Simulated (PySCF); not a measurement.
SMILES N#Cc1[c]cccc1 (C7H4N), doublet, CAM-B3LYP/def2-SVP optimised geometry.

```
12

N      2.22     2.83     0.00
C      1.66     1.82     0.00
C      0.94     0.57     0.00
C      1.59    -0.65     0.00
C      0.97    -1.88     0.00
C     -0.43    -1.88     0.00
C     -1.13    -0.67     0.00
C     -0.46     0.54     0.00
H      1.54    -2.81     0.00
H     -0.97    -2.83     0.00
H     -2.22    -0.69     0.00
H     -1.02     1.49     0.00
```

Density from unrestricted CAM-B3LYP/def2-TZVP run with PySCF at that geometry.

Minimum of the electron density along straight lines between bonded atoms, close to the bond critical point (lines longer than 1.1 times the sum of covalent radii, or with two minima, are not listed):

```json
[
 {"bond": "N1–C2", "length / Å": "1.154", "ρ at the minimum / e bohr⁻³": "0.495", "∇²ρ there / e bohr⁻⁵": "-0.26", "position (fraction from the first atom)": "0.65"},
 {"bond": "C2–C3", "length / Å": "1.438", "ρ at the minimum / e bohr⁻³": "0.284", "∇²ρ there / e bohr⁻⁵": "-0.83", "position (fraction from the first atom)": "0.54"},
 {"bond": "C3–C4", "length / Å": "1.383", "ρ at the minimum / e bohr⁻³": "0.320", "∇²ρ there / e bohr⁻⁵": "-0.94", "position (fraction from the first atom)": "0.50"},
 {"bond": "C4–C5", "length / Å": "1.372", "ρ at the minimum / e bohr⁻³": "0.328", "∇²ρ there / e bohr⁻⁵": "-0.98", "position (fraction from the first atom)": "0.51"},
 {"bond": "C5–C6", "length / Å": "1.400", "ρ at the minimum / e bohr⁻³": "0.312", "∇²ρ there / e bohr⁻⁵": "-0.91", "position (fraction from the first atom)": "0.50"},
 {"bond": "C6–C7", "length / Å": "1.395", "ρ at the minimum / e bohr⁻³": "0.318", "∇²ρ there / e bohr⁻⁵": "-0.95", "position (fraction from the first atom)": "0.50"},
 {"bond": "C3–C8", "length / Å": "1.407", "ρ at the minimum / e bohr⁻³": "0.307", "∇²ρ there / e bohr⁻⁵": "-0.88", "position (fraction from the first atom)": "0.51"},
 {"bond": "C7–C8", "length / Å": "1.391", "ρ at the minimum / e bohr⁻³": "0.321", "∇²ρ there / e bohr⁻⁵": "-0.96", "position (fraction from the first atom)": "0.49"},
 {"bond": "C5–H9", "length / Å": "1.092", "ρ at the minimum / e bohr⁻³": "0.281", "∇²ρ there / e bohr⁻⁵": "-1.00", "position (fraction from the first atom)": "0.65"},
 {"bond": "C6–H10", "length / Å": "1.093", "ρ at the minimum / e bohr⁻³": "0.283", "∇²ρ there / e bohr⁻⁵": "-1.01", "position (fraction from the first atom)": "0.65"},
 {"bond": "C7–H11", "length / Å": "1.091", "ρ at the minimum / e bohr⁻³": "0.283", "∇²ρ there / e bohr⁻⁵": "-1.01", "position (fraction from the first atom)": "0.65"},
 {"bond": "C8–H12", "length / Å": "1.092", "ρ at the minimum / e bohr⁻³": "0.283", "∇²ρ there / e bohr⁻⁵": "-1.02", "position (fraction from the first atom)": "0.65"}
]
```
